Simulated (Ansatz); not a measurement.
`CB(C)N[SiH3]` → `CB(C)N` + `[SiH2]` at 298.15 K and 1 bar (silylene loss).

Computed with Ansatz on PBE0-D4/def2-TZVP structures; ΔE is electronic, products minus reactants. CBS: MP2 limit from def2 TZ/QZ plus the TZ coupled-cluster correction, frozen cores. This one scheme is used for every species. One conformer a species, not always the lowest.

| species | CCSD(T)/CBS energy (Eh) | H − E (kJ/mol) | S (J/(mol·K)) |
| --- | --- | --- | --- |
| `CB(C)N[SiH3]` | -450.78486 | 339.5 | 374.3 |
| `CB(C)N` | -160.48988 | 294.3 | 311.2 |
| `[SiH2]` | -290.19011 | 40.6 | 207.5 |

H − E and S are ideal-gas, rigid-rotor, harmonic terms from PBE0-D4/def2-TZVP, for one conformer and one mirror image of each species. 1 Eh = 2625.50 kJ/mol, R = 8.31446 J/(mol·K).

Q: By hand: ΔE, ΔH, ΔS and ΔG.

A: ΔE = (-160.48988) + (-290.19011) − (-450.78486) = 0.10487 Eh = 275.3 kJ/mol. Δ(H − E) = 294.3 + 40.6 − 339.5 = -4.6, so ΔH = 270.7 kJ/mol. ΔS = 311.2 + 207.5 − 374.3 = 144.4 J/(mol·K). ΔG = 270.7 − 298.15 × (144.4)/1000 = 227.6 kJ/mol.

Q: By hand: the equilibrium constant, and the temperature at which ΔG would vanish if ΔH and ΔS stayed fixed.

A: log₁₀ K = −ΔG/(RT ln 10) = -39.9. ΔG = 0 at ΔH/ΔS = 1875 K.

The number of gas molecules changes by +1, which sets the sign of ΔS. A doubt of 5 kJ/mol in ΔE shifts log₁₀ K by 0.9 here. Other conformers and mirror images would add mixing entropy, several J/(mol·K) or more a flexible species. Modes under 60 cm⁻¹, often nearly free rotors, make the harmonic entropy too high. These are equilibria of isolated gas molecules and say nothing of rates. Largest T1 diagnostic: 0.014 (customary marks: 0.02 for closed shells, 0.045 for open ones).
